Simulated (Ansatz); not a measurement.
The same path of ClH5O3SSn (11 atoms, charge 0, multiplicity 1) was run twice with different band settings. Lost on the way: Sn1–Cl2, S9–H11. Made: Cl2–H11.

The calculation used RKS PBE/def2-SVP in Ansatz.

Relaxed end points:

```xyz
11
Properties=species:S:1:pos:R:3
Sn -0.043 0.116 0.253
Cl -0.521 -0.396 2.547
O 1.890 -0.129 -0.277
H 1.934 -0.986 -0.752
O -1.088 1.582 -0.623
H -1.743 1.116 -1.186
O -0.825 -1.507 -0.653
H -1.206 -2.077 0.045
S 1.391 2.390 1.315
H 2.425 1.662 0.784
H 1.499 1.767 2.523
```

```xyz
11
Properties=species:S:1:pos:R:3
Sn 0.406 0.449 -0.332
Cl -0.844 0.033 3.276
O 1.577 0.027 -1.896
H 1.773 -0.932 -1.859
O -1.127 1.592 -0.901
H -1.600 1.146 -1.633
O -0.048 -1.357 0.386
H -0.422 -1.228 1.290
S 1.464 1.922 1.331
H 2.467 1.021 1.543
H 0.067 0.865 2.772
```

Common settings: movable images 7; climbing image yes; spring 5.0 eV/Å²; optimiser quadratic models (default); start path through a guess of the saddle point; iteration limit 60; end points relaxed.

| run | force threshold |
| --- | --- |
| 1 | 0.05 eV/Å |
| 2 | 0.2 eV/Å |

(1) What does each run give, and how far can it be trusted?

Answers

(1) Run 1: converged after 12 iterations, highest image 0.617 eV above the first end. A vibrational analysis at the climbing image gives one clearly imaginary mode, 254i cm⁻¹: a first-order saddle point.
Run 2: converged after 9 iterations, highest image 0.621 eV above the first end. The threshold of 0.2 eV/Å is loose, so the images may lie well off the minimum-energy path. The order of the point at the top wasn't checked.
The orbitals stay closed-shell, which can raise the energy where a bond breaks towards radicals; this wasn't checked here.
